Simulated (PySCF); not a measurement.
C4H6S, SMILES C=C1CCS1. Geometry: B3LYP-D3(BJ)/def2-SVP.

**Question.** Give the equilibrium geometry at B3LYP-D3(BJ)/def2-SVP (PySCF confirms it by a frequency run) as Cartesian coordinates in Å, and its point group. (An estimate is asked for; the answer gives what the named calculation found.)

**Answer.** point group Cs.
```xyz
11

C     -0.0825    -2.0986     0.0000
C      0.1029    -0.7782     0.0000
C      1.3450     0.0929     0.0000
C      0.5905     1.4448     0.0000
S     -1.0538     0.5836     0.0000
H      0.7772    -2.7743     0.0000
H     -1.0814    -2.5409     0.0000
H      1.9765    -0.0565    -0.8905
H      1.9765    -0.0565     0.8905
H      0.7383     2.0621    -0.8969
H      0.7383     2.0621     0.8969
```
